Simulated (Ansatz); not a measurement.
`CB(Cl)CBr` + H–F → `FCBr` + `CBCl` at 298.15 K and 1 bar (substitution at a C–B bond).

Gas-phase electronic energies from Ansatz, PBE0-D4/def2-TZVP geometries. CCSD(T)/CBS is the MP2 limit (def2-TZVPP, def2-QZVPP) plus CCSD(T) − MP2 in def2-TZVPP, frozen cores. This one scheme is used for every species. For Br outer-core shells are correlated without core-valence functions, which leaves a few kJ/mol of doubt a bond. Scalar relativity is left out up to krypton. One conformer a species, not always the lowest.

```csv
species,CCSD(T)/CBS energy (Eh),H − E (kJ/mol),S (J/(mol·K))
`CB(Cl)CBr`,-3137.06715,204.6,361.0
H–F,-100.39570,33.5,173.6
`FCBr`,-2712.35054,91.8,275.9
`CBCl`,-525.07110,144.9,287.1
```

H − E and S are ideal-gas, rigid-rotor, harmonic terms from PBE0-D4/def2-TZVP, for one conformer and one mirror image of each species. 1 Eh = 2625.50 kJ/mol, R = 8.31446 J/(mol·K).

**Question.** By hand: ΔE, ΔH, ΔS and ΔG.

**Answer.** ΔE = (-2712.35054) + (-525.07110) − (-3137.06715) − (-100.39570) = 0.04121 Eh = 108.2 kJ/mol. Δ(H − E) = 91.8 + 144.9 − 204.6 − 33.5 = -1.4, so ΔH = 106.8 kJ/mol. ΔS = 275.9 + 287.1 − 361.0 − 173.6 = 28.4 J/(mol·K). ΔG = 106.8 − 298.15 × (28.4)/1000 = 98.3 kJ/mol.

**Question.** By hand: the equilibrium constant, and the temperature at which ΔG would vanish if ΔH and ΔS stayed fixed.

**Answer.** log₁₀ K = −ΔG/(RT ln 10) = -17.2. ΔG = 0 at ΔH/ΔS = 3761 K, far beyond where these terms or the molecules hold.

ΔH outweighs TΔS. A doubt of 5 kJ/mol in ΔE shifts log₁₀ K by 0.9 here. Other conformers and mirror images would add mixing entropy, several J/(mol·K) or more a flexible species. Modes under 60 cm⁻¹, often nearly free rotors, make the harmonic entropy too high. These are equilibria of isolated gas molecules and say nothing of rates. Largest T1 diagnostic: 0.011 (customary marks: 0.02 for closed shells, 0.045 for open ones).
